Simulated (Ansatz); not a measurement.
Species: C3H2FN, charge 0, singlet. C3H2FN (SMILES N#C/C=C/F).
B3LYP-D3(BJ)/def2-TZVP minimum from Ansatz (an electronic-structure program):
```
C
C 1 1.3288
F 2 1.3310 1 121.05
H 2 1.0820 1 125.68 3 -180.00
H 1 1.0826 2 120.60 4 180.00
C 1 1.4187 5 118.35 2 180.00
N 6 1.1526 5 152.70 1 180.00
```
Charge 0, spin multiplicity 1.

Total energies in cc-pVDZ, 26 correlated electrons, 5 frozen orbitals. UHF or UKS for unpaired electrons; spin-orbit terms are left out. Cores are frozen in correlated methods. No relativity. The restricted determinant of C3H2FN (N#C/C=C/F, singlet) is unstable towards broken spin symmetry in at least one set run.

```
method    program  energy (Eh)  minus CCSDT(Q) (mEh)
--------  -------  -----------  --------------------
HF         Ansatz   -268.63438                770.22
MP2        Ansatz   -269.35171                 52.89
CCSD       Ansatz   -269.37433                 30.27
CCSD(T)    Ansatz   -269.40117                  3.43
CCSDT(Q)   Ansatz   -269.40460                  0.00
```

Rough core times of Ansatz's runs on a shared machine: CCSD(T) under 20 s, CCSDT(Q) 10 min.
